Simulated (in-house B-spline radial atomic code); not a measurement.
Values are calculated unless marked as measured or tabulated.
# Weak and strong correlation along the adiabatic connection

Two-electron singlets in several external potentials (atomic units), by full CI in B-splines with partial waves to l = 8 (correlation energies up to 0.6 % small). The repulsion is scaled by λ at fixed density; W(λ) is the mean repulsion less the Hartree energy, W(0) = E_x, and the area under W from 0 to 1 is E_xc.

One system gave this curve:

```tsv
λ	W (hartree)
0	-0.81832
0.02	-0.82016
0.05	-0.82288
0.12	-0.82905
0.25	-0.8399
0.4	-0.85151
0.6	-0.86565
0.8	-0.87844
1	-0.89005
1.4	-0.91034
2	-0.93504
3	-0.96577
4.5	-0.99714
7	-1.0295
10	-1.0529
```

(1) Which system is it?
A. empty sphere, radius 0.328 bohr
B. −Z/r, Z = 2.15, wall at 5.06 bohr
C. −Z exp(−kr)/r, Z = 3.72, k = 1.31
D. ω²r²/2 − Z/r, ω = 0.703, Z = 1

## Answers

(1) D. The exchange energy sets the size: ω²r²/2 − Z/r, ω = 0.703, Z = 1: E_x = -0.818, E_c = -0.0389; empty sphere, radius 0.328 bohr: E_x = -5.42, E_c = -0.0536; −Z exp(−kr)/r, Z = 3.72, k = 1.31: E_x = -1.86, E_c = -0.0452; −Z/r, Z = 2.15, wall at 5.06 bohr: E_x = -1.12, E_c = -0.0423 hartree.
